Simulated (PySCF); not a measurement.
Isomers of C5H11FOS, one GFN2-xTB conformer each. Single-point energies are computed at PBE0/pcSseg-1 (PySCF, gas phase, no added dispersion term), electronic only.

```
               SMILES  GFN2-xTB relative energy (kJ/mol)
       C[C@H](S)CCOCF                                0.0
       C[C@H](O)CCSCF                               28.3
C[C@@H](F)CC[S@](C)=O                               44.7
```

Conformers: `[CH3:1][C@H:2]([SH:3])[CH2:4][CH2:5][O:6][CH2:7][F:8]` with C1–C2–S3–H -62°, C1–C2–C4–C5 -175°, C2–C4–C5–O6 176°, C4–C5–O6–C7 -176°, C5–O6–C7–F8 -69°; `[CH3:1][C@H:2]([OH:3])[CH2:4][CH2:5][S:6][CH2:7][F:8]` with C1–C2–O3–H 50°, C1–C2–C4–C5 -178°, C2–C4–C5–S6 180°, C4–C5–S6–C7 70°, C5–S6–C7–F8 -82°; `[CH3:1][C@@H:2]([F:3])[CH2:4][CH2:5][S@:6]([CH3:7])=[O:8]` with C1–C2–C4–C5 -179°, C2–C4–C5–S6 -178°, C4–C5–S6–C7 176°.

**Question.** What does PBE0/pcSseg-1 give for the same structures?

**Answer.** 
```
               SMILES  PBE0/pcSseg-1 E (Eh)  PBE0/pcSseg-1 (kJ/mol)  GFN2-xTB (kJ/mol)  point group
       C[C@H](S)CCOCF            -769.79248                     0.0                0.0           C1
       C[C@H](O)CCSCF            -769.79221                     0.7               28.3           C1
C[C@@H](F)CC[S@](C)=O            -769.75554                    97.0               44.7           C1
```

Both levels put the same isomer lowest; measured from each level's own lowest isomer, the values differ by up to 52.3 kJ/mol (C[C@@H](F)CC[S@](C)=O: 44.7 against 97.0). As drawn, the lowest has an S–H bond, which the highest lacks; the highest has an S=O bond, which the lowest lacks. Neighbours under 10 kJ/mol apart (C[C@H](S)CCOCF and C[C@H](O)CCSCF) can change places with a better method, another conformer or zero-point energy.

**Question.** Which frontier levels, dipoles and rotational constants go with these structures?

**Answer.** 
```csv
SMILES,"HOMO (eV, PBE0/pcSseg-1)",LUMO (eV),dipole (D),"A, B, C (MHz)"
C[C@H](S)CCOCF,-6.89,0.58,2.57,"3315, 674.4, 582.3"
C[C@H](O)CCSCF,-6.77,1.01,2.51,"2756, 792.6, 719.4"
C[C@@H](F)CC[S@](C)=O,-6.65,0.83,1.94,"3838, 720.8, 639.1"
```
